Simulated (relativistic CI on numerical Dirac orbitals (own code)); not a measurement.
# Slater and spin-orbit integrals, Os5+

Calculated at this level of theory: Dirac-Coulomb-Breit CI, separate exchange-only KLI orbitals for each configuration, QED by a radiative potential, valence Slater integrals scaled by 0.85, P86 correlation energy added to each configuration (own radial code, finite nucleus).

Slater integrals F^k, G^k are unscaled and averaged over j, outside the closed core [Kr] 4d10 4f14 5s2; ζ comes from projecting the Hamiltonian with its Breit term on Σ l·s of the shell.

- 5p6.5d3: F^2(5d,5d) = 71212, F^4(5d,5d) = 47817, ζ(5d) = 4270 cm⁻¹; <r>(5d) = 1.481, <r^2>(5d) = 2.494 (bohr units).
- 5p6.5d2.6s: F^2(5d,5d) = 71748, F^4(5d,5d) = 48189, ζ(5d) = 4507.1, G^2(5d,6s) = 24188 cm⁻¹; <r>(5d) = 1.468, <r^2>(5d) = 2.454, <r>(6s) = 2.21, <r^2>(6s) = 5.425 (bohr units).
- 5p6.5d2.5f: F^2(5d,5d) = 72300, F^4(5d,5d) = 48607, ζ(5d) = 4590.9, F^2(5d,5f) = 35810, F^4(5d,5f) = 20854, G^1(5d,5f) = 34915, G^3(5d,5f) = 21348, G^5(5d,5f) = 15100, ζ(5f) = 19.975 cm⁻¹; <r>(5d) = 1.458, <r^2>(5d) = 2.421, <r>(5f) = 2.679, <r^2>(5f) = 8.172 (bohr units).

Problem. Give the Racah parameters of the d shell in 5p6.5d3.

Solution. B = F²/49 − 5F⁴/441 = 911 cm⁻¹ and C = 35F⁴/441 = 3795 cm⁻¹.

In this model ζ of a weakly bound d, f or g electron outside closed shells comes out too small, for d by up to a factor of two or three and at times with the wrong sign; that of an outer p electron is too small as well.

Averages of the first 10 configurations, taken without configuration mixing, which lowers the lowest level and can move excited configurations by several eV; other configurations of the list can lie among them:

```tsv
Configuration	Parity	States	Average energy above the lowest level (eV)
5p6.5d3	even	120	3.5
5p6.5d2.6s	even	90	15.7
5p6.5d2.5f	odd	630	40.6
5p6.5d2.6p	odd	270	26.4
5p6.5d2.5g	even	810	53.7
5p5.5d4	odd	1260	55.6
5p6.5d.6s.6p	odd	120	39.8
5p6.5d2.6d	even	450	39.9
5p6.5d2.7s	even	90	42.0
5p6.5d2.7p	odd	270	46.4
```
